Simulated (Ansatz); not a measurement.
The first iterations of a band of BCl2F + H2 (6 atoms, charge 0, multiplicity 1).

Theory: RKS revPBE-D4/def2-SVP in Ansatz.

```
movable images  : 5
climbing image  : yes
spring          : 5.0 eV/Å²
optimiser       : quadratic models (default)
start path      : through a guess of the saddle point
force threshold : 0.05 eV/Å
iteration limit : 60
end points      : relaxed
```

First end point:

```xyz
6
Properties=species:S:1:pos:R:3
B -0.007 0.523 -0.076
F -0.009 0.831 1.216
Cl 1.528 0.352 -0.919
Cl -1.539 0.298 -0.911
H 0.075 -2.447 0.805
H 0.063 -2.083 1.479
```

Last end point:

```xyz
6
Properties=species:S:1:pos:R:3
B 0.017 -0.488 -0.515
F 0.016 -0.015 2.026
Cl 1.526 0.306 -0.932
Cl -1.528 0.239 -0.920
H 0.044 -1.618 -0.076
H 0.037 -0.950 2.010
```

| iteration | highest image above the first end (eV) | largest band force component (eV/Å) |
| --- | --- | --- |
| 1 | 3.140 | 4.304 |
| 2 | 1.972 | 2.282 |
| 3 | 1.782 | 6.012 |
| 4 | 1.856 | 3.518 |
| 5 | 1.848 | 0.714 |
| 6 | 1.850 | 3.039 |
| 7 | 1.830 | 1.611 |
| 8 | 1.831 | 1.138 |
| 9 | 1.833 | 1.918 |
| 10 | 1.825 | 0.752 |
| 11 | 1.849 | 2.024 |
| 12 | 1.817 | 0.591 |

Question: Does the band converge within its limit, and where does its top end?

Answer: The forces met the threshold. It ended after 37 iterations with the highest image 1.860 eV above the first end. A vibrational analysis at the climbing image gives one clearly imaginary mode, 974i cm⁻¹: a first-order saddle point. The orbitals stay closed-shell, which can raise the energy where a bond breaks towards radicals; this wasn't checked here.

The run took 4.5 min on 1 thread of Arm Neoverse V2, on a shared host, peak memory 0.12 GiB.
